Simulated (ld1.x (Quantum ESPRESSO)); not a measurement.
# Transferability test, TM potential for beryllium

Be (Z = 4), norm-conserving Troullier–Martins (Kleinman–Bylander form), made with ld1.x (Quantum ESPRESSO) 7.5 (PBE, scalar-relativistic). Core [He], reference 2s0.5 2p0 (charge +1.5). Waves: 2p (bound, empty): rc 2.30 bohr; 3d channel at 0.15 Ry: rc 2.35 bohr; 2s (bound): rc 1.75 bohr. Local part: the s channel. Core correction: none.

Energies are relative to the spin-unpolarised reference configuration 2s0.5 2p0; without spin polarisation the order of configurations can differ from experiment.

```
valence configuration  charge  ΔE all-electron (eV)  error AE − PS (meV)
              2s2 2p0       0               -17.482                  +77
            2s1.5 2p0    +0.5               -13.721                  +55
              2s1 2p1       0               -13.869                 +119
              2s0 2p2       0               -10.230                 +176
```

What are ΔE and the potential's error for 2s0 2p1?

ΔE = -4.022 eV all-electron; the error (AE − PS) is +98 meV.

What are ΔE and the potential's error for 2s1 2p0?

ΔE = -7.931 eV all-electron; the error (AE − PS) is +24 meV.

Levels in the configuration 2s0 2p1:

| level | all-electron (eV) | pseudo (eV) |
| --- | --- | --- |
| 2p | -9.855 | -10.008 |
